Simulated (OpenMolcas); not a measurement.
**OpenMolcas run: Rh4+**

Rh4+ among 3 point charges of -2.5 e arranged as a planar triangle (D3h), 2.18 Å from the ion.

Input:

```
&GATEWAY
Coord
1

Rh 0.0 0.0 0.0
Basis=ANO-RCC-VDZP
Group=NoSym
NoMove
AngMom=0.0 0.0 0.0
AMFI
XField
3 Angstrom 0
2.180000 0.000000 0.000000 -2.500000
-1.090000 1.887935 0.000000 -2.500000
-1.090000 -1.887935 0.000000 -2.500000
&SEWARD
* reference wave functions (RASSCF and RASSI steps not shown): 5 electrons in 5 orbitals (4d)
>>> COPY JOB001 $Project.JobIph
&CASPT2
Multistate=1 1
Frozen=14
IPEA=0.25
Imaginary=0.1
MaxIter=60
WThr=0.0 0.3 0.05
PrWF=0.5
NoMix
>>> COPY JOB002 $Project.JobIph
&CASPT2
Multistate=24 1 2 3 4 5 6 7 8 9 10 11 12 13 14 15 16 17 18 19 20 21 22
23 24
NoMult
Frozen=14
IPEA=0.25
Imaginary=0.1
MaxIter=60
WThr=0.0 0.3 0.05
PrWF=0.5
NoMix
>>> COPY JOB003 $Project.JobIph
&CASPT2
Multistate=75 1 2 3 4 5 6 7 8 9 10 11 12 13 14 15 16 17 18 19 20 21 22
23 24 25 26 27 28 29 30 31 32 33 34 35 36 37 38 39 40 41 42 43 44 45 46
47 48 49 50 51 52 53 54 55 56 57 58 59 60 61 62 63 64 65 66 67 68 69 70
71 72 73 74 75
NoMult
Frozen=14
IPEA=0.25
Imaginary=0.1
MaxIter=60
WThr=0.0 0.3 0.05
PrWF=0.5
NoMix
```

Launched by
```bash
OMP_NUM_THREADS=1 MOLCAS_MEM=1689 MOLCAS_PROJECT=a pymolcas a.inp > a.log  # once for each step of the input, in one work folder
```

Output, cut to the results:

```
--- CASPT2 ---
Orbital specifications:
      -----------------------

      Symmetry species                           1
                                                 a
      Frozen orbitals                           14
      Inactive orbitals                          4
      Active orbitals                            5
      Secondary orbitals                        20
      Deleted orbitals                           0
      Number of basis functions                 43
Type of calculation                        SS-CASPT2
      Fock operator                              state-specific
      IPEA shift                                 0.25
      Real shift                                 0.00
      Imaginary shift                            0.10
      The input orbitals will be transformed to quasi-canonical
Reference energy:       -4784.2561202215
      E2 (Non-variational):      -0.2348367061
      Shift correction:          -0.0000977207
      E2 (Variational):          -0.2349344269
      Total energy:           -4784.4910546484
      Residual norm:              0.0000003146
      Reference weight:           0.95562
      Contributions to the CASPT2 correlation energy
      Active & Virtual Only:         -0.0508935226
      One Inactive Excited:          -0.1197022986
      Two Inactive Excited:          -0.0642408850
::    CASPT2 Root  1     Total energy:  -4784.49105465
--- CASPT2 ---
Orbital specifications:
      -----------------------

      Symmetry species                           1
                                                 a
      Frozen orbitals                           14
      Inactive orbitals                          4
      Active orbitals                            5
      Secondary orbitals                        20
      Deleted orbitals                           0
      Number of basis functions                 43
Type of calculation                        SS-CASPT2
      Fock operator                              state-specific
      IPEA shift                                 0.25
      Real shift                                 0.00
      Imaginary shift                            0.10
      The input orbitals will be transformed to quasi-canonical
Reference energy:       -4784.1380814374
      E2 (Non-variational):      -0.2453982082
      Shift correction:          -0.0001070967
      E2 (Variational):          -0.2455053049
      Total energy:           -4784.3835867423
      Residual norm:              0.0000000838
      Reference weight:           0.95331
      Contributions to the CASPT2 correlation energy
      Active & Virtual Only:         -0.0544946954
      One Inactive Excited:          -0.1249918642
      Two Inactive Excited:          -0.0659116486
Reference energy:       -4784.1380814338
      E2 (Non-variational):      -0.2455387747
      Shift correction:          -0.0001073013
      E2 (Variational):          -0.2456460759
      Total energy:           -4784.3837275097
      Residual norm:              0.0000000841
      Reference weight:           0.95326
      Contributions to the CASPT2 correlation energy
      Active & Virtual Only:         -0.0545299546
      One Inactive Excited:          -0.1250673390
      Two Inactive Excited:          -0.0659414811
::    CASPT2 Root  1     Total energy:  -4784.38358674
::    CASPT2 Root  2     Total energy:  -4784.38372751
::    CASPT2 Root  3     Total energy:  -4784.38299645
::    CASPT2 Root  4     Total energy:  -4784.38295675
::    CASPT2 Root  5     Total energy:  -4784.37829788
::    CASPT2 Root  6     Total energy:  -4784.37829795
::    CASPT2 Root  7     Total energy:  -4784.36360872
::    CASPT2 Root  8     Total energy:  -4784.36387038
::    CASPT2 Root  9     Total energy:  -4784.36387067
::    CASPT2 Root 10     Total energy:  -4784.36232615
::    CASPT2 Root 11     Total energy:  -4784.36214870
::    CASPT2 Root 12     Total energy:  -4784.35056137
::    CASPT2 Root 13     Total energy:  -4784.35047066
::    CASPT2 Root 14     Total energy:  -4784.34659076
::    CASPT2 Root 15     Total energy:  -4784.33789519
::    CASPT2 Root 16     Total energy:  -4784.32132641
::    CASPT2 Root 17     Total energy:  -4784.32132609
::    CASPT2 Root 18     Total energy:  -4784.28334877
::    CASPT2 Root 19     Total energy:  -4784.26101072
::    CASPT2 Root 20     Total energy:  -4784.26101088
::    CASPT2 Root 21     Total energy:  -4784.25810468
::    CASPT2 Root 22     Total energy:  -4784.25801918
::    CASPT2 Root 23     Total energy:  -4784.24325755
::    CASPT2 Root 24     Total energy:  -4784.24310399
--- CASPT2 ---
Orbital specifications:
      -----------------------

      Symmetry species                           1
                                                 a
      Frozen orbitals                           14
      Inactive orbitals                          4
      Active orbitals                            5
      Secondary orbitals                        20
      Deleted orbitals                           0
      Number of basis functions                 43
Type of calculation                        SS-CASPT2
      Fock operator                              state-specific
      IPEA shift                                 0.25
      Real shift                                 0.00
      Imaginary shift                            0.10
      The input orbitals will be transformed to quasi-canonical
Reference energy:       -4784.0732023981
      E2 (Non-variational):      -0.2463933866
      Shift correction:          -0.0001092570
      E2 (Variational):          -0.2465026436
      Total energy:           -4784.3197050417
      Residual norm:              0.0000000494
      Reference weight:           0.95285
      Contributions to the CASPT2 correlation energy
      Active & Virtual Only:         -0.0499055905
      One Inactive Excited:          -0.1360352035
      Two Inactive Excited:          -0.0604525925
Reference energy:       -4784.0720583333
...
```

Spin-orbit levels above the lowest (labels of D3, the rotations of D3h), with the averaged single-state CASPT2 energies on the diagonal:

```json
{"E (cm-1)": "0", "Degeneracy": "2", "Label": "E1/2", "2S+1": "6", "g": "2.00 5.99 5.99"}
{"E (cm-1)": "8", "Degeneracy": "2", "Label": "E3/2", "2S+1": "6", "g": "0.00 0.00 5.99"}
{"E (cm-1)": "24", "Degeneracy": "2", "Label": "E1/2", "2S+1": "6", "g": "0.00 0.00 9.98"}
{"E (cm-1)": "21860", "Degeneracy": "2", "Label": "E1/2", "2S+1": "4", "g": "1.11 1.11 1.49"}
{"E (cm-1)": "22310", "Degeneracy": "2", "Label": "E3/2", "2S+1": "4", "g": "0.00 0.00 1.25"}
{"E (cm-1)": "22700", "Degeneracy": "2", "Label": "E1/2", "2S+1": "4", "g": "0.97 0.97 3.77"}
{"E (cm-1)": "22940", "Degeneracy": "2", "Label": "E1/2", "2S+1": "4", "g": "0.07 0.07 4.73"}
{"E (cm-1)": "23470", "Degeneracy": "2", "Label": "E3/2", "2S+1": "4", "g": "0.00 0.00 1.05"}
{"E (cm-1)": "23610", "Degeneracy": "2", "Label": "E1/2", "2S+1": "4", "g": "0.07 0.07 8.29"}
{"E (cm-1)": "24340", "Degeneracy": "2", "Label": "E1/2", "2S+1": "4", "g": "0.00 0.00 5.37"}
{"E (cm-1)": "24370", "Degeneracy": "2", "Label": "E3/2", "2S+1": "4", "g": "0.00 0.00 11.92"}
{"E (cm-1)": "24510", "Degeneracy": "2", "Label": "E1/2", "2S+1": "4", "g": "0.22 0.50 0.50"}
{"E (cm-1)": "25030", "Degeneracy": "2", "Label": "E1/2", "2S+1": "4", "g": "0.00 0.00 9.65"}
{"E (cm-1)": "25480", "Degeneracy": "2", "Label": "E3/2", "2S+1": "4", "g": "0.00 0.00 3.80"}
{"E (cm-1)": "26400", "Degeneracy": "2", "Label": "E1/2", "2S+1": "4", "g": "0.00 0.00 7.83"}
{"E (cm-1)": "27280", "Degeneracy": "2", "Label": "E1/2", "2S+1": "4", "g": "0.41 0.41 0.48"}
{"E (cm-1)": "27410", "Degeneracy": "2", "Label": "E1/2", "2S+1": "4", "g": "2.35 2.35 3.46"}
{"E (cm-1)": "27620", "Degeneracy": "2", "Label": "E3/2", "2S+1": "4", "g": "0.00 0.00 3.97"}
{"E (cm-1)": "27940", "Degeneracy": "2", "Label": "E1/2", "2S+1": "4", "g": "1.90 6.07 6.07"}
{"E (cm-1)": "27950", "Degeneracy": "2", "Label": "E1/2", "2S+1": "4", "g": "0.02 0.02 2.57"}
```

Roots that are degenerate in the reference are averaged as groups; the widest CASPT2 spread within a group is 50 cm-1 (the 2-fold group of multiplicity 2 near 65900 cm-1 above the lowest state of its run). Shifts and gaps below about the spread of the groups concerned are not significant. Point charges give a weaker field than real ligands, and real ions of this kind are as a rule low spin; the high spin found here belongs to the model. Free-ion shares, where given, are those of the reference states; single-state CASPT2 does not remix them. Point charges carry no covalency, so the field is a model and not that of real ligands. No measured value stands beside these numbers.

The CASPT2 steps took 13 s on 1 thread of Arm Neoverse V1, on a shared host; the integral step is not counted.
